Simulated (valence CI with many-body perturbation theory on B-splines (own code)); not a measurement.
E1 line list for Hg LXXV

Computed by configuration interaction combined with many-body perturbation theory (CI+MBPT): four valence electrons over a frozen Dirac-Fock core [He], a basis of 11 s, 11 p, 9 d, 7 f, 5 g, 2 h, 1 i functions for each j, with the one-electron correlation potential Σ1, the two-electron term Σ2, the three-electron term Σ3, Breit, model QED; selected CI, second order for the rest (own B-spline code, finite nucleus).

No measured spectrum was set against this ion. As an estimate, large intervals hold to a few tenths of a per cent, small ones and those within an open d or f shell to about a per cent. Among the levels kept, up to 300 cm⁻¹ of a level comes from second order outside the variational space, and about a tenth of that is noise between levels of different J, which matters for small intervals.

Lines 201 to 248 of 248 in falling wavelength, among levels below 128490 × 10³ cm⁻¹, chosen from the strongest by gf and those to the six lowest levels. Wavelengths and rates use the calculated energies. Electric multipoles are in the length gauge, E1 and E2 with the static RPA response of the core. Weak lines are less certain than strong ones. Lines between different terms over intervals too small for the method are left out, as are lines whose strength nearly cancels. The highest levels of a list are the least certain.

Levels are named by their leading jj configuration (3d3/2^4 stands for four electrons in 3d with j = 3/2), which in mixed levels can hold well under half, so a name can repeat and another be missing. Letters in brackets count levels of one name in rising energy.

| λ vac (Å) | Upper | Lower | A (s⁻¹) | log gf | Branch % |
| --- | --- | --- | --- | --- | --- |
| 0.9346 | (2p1/2^2 2p3/2 3s) J=2 | (2s^2 2p1/2 2p3/2) J=2 | 3.13e+12 | -2.69 | 1.6 |
| 0.9339 | (2s 2p1/2 2p3/2 3d3/2) J=2 [a] | (2s 2p1/2^2 2p3/2) J=2 | 3.94e+14 | -0.59 | 55.7 |
| 0.9338 | (2p1/2^2 2p3/2 3s) J=1 | (2s^2 2p1/2 2p3/2) J=2 | 5.41e+12 | -2.67 | 1.3 |
| 0.9336 | (2s 2p1/2 2p3/2 3d3/2) J=1 [a] | (2s 2p1/2^2 2p3/2) J=2 | 1.29e+14 | -1.30 | 22.2 |
| 0.9333 | (2p1/2^2 2p3/2 3s) J=2 | (2s^2 2p1/2 2p3/2) J=1 | 4.71e+12 | -2.51 | 2.4 |
| 0.9332 | (2s 2p1/2 2p3/2 3d3/2) J=3 [a] | (2s 2p1/2^2 2p3/2) J=2 | 5.48e+14 | -0.30 | 82.2 |
| 0.9317 | (2s 2p1/2 2p3/2 3d3/2) J=1 [c] | (2s 2p1/2^2 2p3/2) J=1 | 3.49e+14 | -0.87 | 48.4 |
| 0.9302 | (2s 2p1/2 2p3/2 3d3/2) J=1 [d] | (2s 2p1/2^2 2p3/2) J=1 | 2.31e+15 | -0.05 | 88.8 |
| 0.9302 | (2s 2p1/2 2p3/2 3d3/2) J=2 [d] | (2s 2p1/2^2 2p3/2) J=1 | 2.58e+15 | 0.22 | 96.8 |
| 0.9302 | (2s 2p1/2 2p3/2 3d3/2) J=3 [b] | (2s 2p1/2^2 2p3/2) J=2 | 2.17e+15 | 0.29 | 93.2 |
| 0.9296 | (2s 2p1/2 2p3/2 3d3/2) J=2 [b] | (2s 2p1/2^2 2p3/2) J=2 | 2.26e+15 | 0.17 | 85.1 |
| 0.9294 | (2s 2p1/2 2p3/2 3d3/2) J=0 [b] | (2s 2p1/2^2 2p3/2) J=1 | 2.79e+15 | -0.44 | 84.1 |
| 0.9288 | (2s 2p1/2 2p3/2 3d3/2) J=1 [b] | (2s 2p1/2^2 2p3/2) J=2 | 2.48e+15 | -0.02 | 89.4 |
| 0.9285 | (2s 2p1/2 2p3/2 3d5/2) J=2 [a] | (2s 2p1/2^2 2p3/2) J=1 | 9.43e+13 | -1.22 | 4.8 |
| 0.9280 | (2s^2 2p1/2 3d3/2) J=1 | (2s^2 2p1/2^2) J=0 | 2.74e+15 | 0.03 | 88.0 |
| 0.9267 | (2s 2p1/2 2p3/2 3d5/2) J=1 [a] | (2s 2p1/2^2 2p3/2) J=1 | 8.13e+13 | -1.50 | 3.7 |
| 0.9265 | (2s^2 2p3/2 3d3/2) J=2 | (2s^2 2p1/2 2p3/2) J=2 | 1.04e+15 | -0.17 | 45.5 |
| 0.9259 | (2s^2 2p3/2 3d3/2) J=3 | (2s^2 2p1/2 2p3/2) J=2 | 2.06e+15 | 0.27 | 97.2 |
| 0.9255 | (2s^2 2p3/2 3d3/2) J=1 | (2s^2 2p1/2 2p3/2) J=2 | 3.58e+14 | -0.86 | 13.3 |
| 0.9252 | (2s^2 2p3/2 3d3/2) J=2 | (2s^2 2p1/2 2p3/2) J=1 | 1.04e+15 | -0.18 | 45.2 |
| 0.9252 | (2s 2p1/2 2p3/2 3d3/2) J=3 [c] | (2s 2p1/2^2 2p3/2) J=2 | 3.41e+13 | -1.51 | 18.8 |
| 0.9243 | (2s^2 2p3/2 3d3/2) J=1 | (2s^2 2p1/2 2p3/2) J=1 | 1.72e+15 | -0.18 | 64.1 |
| 0.9240 | (2s 2p1/2 2p3/2 3d5/2) J=1 [b] | (2s 2p1/2^2 2p3/2) J=1 | 1.33e+13 | -2.29 | 0.6 |
| 0.9239 | (2s^2 2p3/2 3d3/2) J=0 | (2s^2 2p1/2 2p3/2) J=1 | 2.09e+15 | -0.57 | 99.9 |
| 0.9215 | (2s 2p1/2 2p3/2 3d5/2) J=3 [a] | (2s 2p1/2^2 2p3/2) J=2 | 1.37e+13 | -1.91 | 0.5 |
| 0.9177 | (2s 2p1/2 2p3/2 3p3/2) J=3 [a] | (2s^2 2p1/2 2p3/2) J=2 | 4.26e+13 | -1.42 | 63.6 |
| 0.9161 | (2s^2 2p3/2 3d5/2) J=2 | (2s^2 2p1/2 2p3/2) J=2 | 2.16e+13 | -1.87 | 2.1 |
| 0.9156 | (2s 2p1/2 2p3/2 3p3/2) J=1 [a] | (2s^2 2p1/2 2p3/2) J=1 | 4.49e+14 | -0.77 | 96.8 |
| 0.9154 | (2s 2p1/2 2p3/2 3p3/2) J=2 [a] | (2s^2 2p1/2 2p3/2) J=2 | 4.58e+13 | -1.54 | 4.9 |
| 0.9149 | (2s^2 2p3/2 3d5/2) J=2 | (2s^2 2p1/2 2p3/2) J=1 | 8.58e+13 | -1.27 | 8.2 |
| 0.9147 | (2s^2 2p3/2 3d5/2) J=3 | (2s^2 2p1/2 2p3/2) J=2 | 3.10e+13 | -1.57 | 0.9 |
| 0.9142 | (2s 2p1/2 2p3/2 3p3/2) J=2 [a] | (2s^2 2p1/2 2p3/2) J=1 | 2.67e+14 | -0.78 | 28.7 |
| 0.9137 | (2s 2p1/2 2p3/2 3p3/2) J=2 [b] | (2s^2 2p1/2 2p3/2) J=2 | 3.67e+14 | -0.64 | 84.8 |
| 0.9136 | (2s^2 2p3/2 3d5/2) J=1 | (2s^2 2p1/2 2p3/2) J=2 | 1.24e+13 | -2.33 | 0.5 |
| 0.9134 | (2s 2p1/2 2p3/2 3p3/2) J=0 [a] | (2s^2 2p1/2 2p3/2) J=1 | 7.05e+14 | -1.05 | 98.7 |
| 0.9127 | (2s 2p1/2 2p3/2 3p3/2) J=3 [b] | (2s^2 2p1/2 2p3/2) J=2 | 3.83e+14 | -0.47 | 67.4 |
| 0.9126 | (2s 2p1/2 2p3/2 3p3/2) J=1 [b] | (2s^2 2p1/2 2p3/2) J=2 | 7.01e+14 | -0.58 | 88.9 |
| 0.9125 | (2s 2p1/2^2 3p3/2) J=1 | (2s^2 2p1/2^2) J=0 | 7.01e+14 | -0.58 | 99.2 |
| 0.9125 | (2s 2p1/2 2p3/2 3p3/2) J=2 [b] | (2s^2 2p1/2 2p3/2) J=1 | 3.48e+13 | -1.66 | 8.0 |
| 0.9114 | (2s 2p1/2 2p3/2 3p3/2) J=1 [b] | (2s^2 2p1/2 2p3/2) J=1 | 1.45e+13 | -2.27 | 1.8 |
| 0.9088 | (2s 2p1/2 2p3/2 3p3/2) J=2 [c] | (2s^2 2p1/2 2p3/2) J=2 | 4.43e+13 | -1.56 | 10.2 |
| 0.9086 | (2s 2p1/2 2p3/2 3p3/2) J=3 [c] | (2s^2 2p1/2 2p3/2) J=2 | 2.78e+14 | -0.62 | 81.5 |
| 0.9075 | (2s 2p1/2 2p3/2 3p3/2) J=2 [c] | (2s^2 2p1/2 2p3/2) J=1 | 3.54e+14 | -0.66 | 81.9 |
| 0.9073 | (2s 2p1/2 2p3/2 3p3/2) J=2 [d] | (2s^2 2p1/2 2p3/2) J=2 | 2.73e+14 | -0.77 | 84.2 |
| 0.9072 | (2s 2p1/2 2p3/2 3p3/2) J=1 [c] | (2s^2 2p1/2 2p3/2) J=2 | 6.99e+13 | -1.59 | 19.8 |
| 0.9061 | (2s 2p1/2 2p3/2 3p3/2) J=2 [d] | (2s^2 2p1/2 2p3/2) J=1 | 1.07e+13 | -2.18 | 3.3 |
| 0.9060 | (2s 2p1/2 2p3/2 3p3/2) J=1 [c] | (2s^2 2p1/2 2p3/2) J=1 | 2.42e+14 | -1.05 | 68.5 |
| 0.9055 | (2s 2p1/2 2p3/2 3p3/2) J=1 [d] | (2s^2 2p1/2 2p3/2) J=1 | 1.97e+13 | -2.14 | 26.6 |
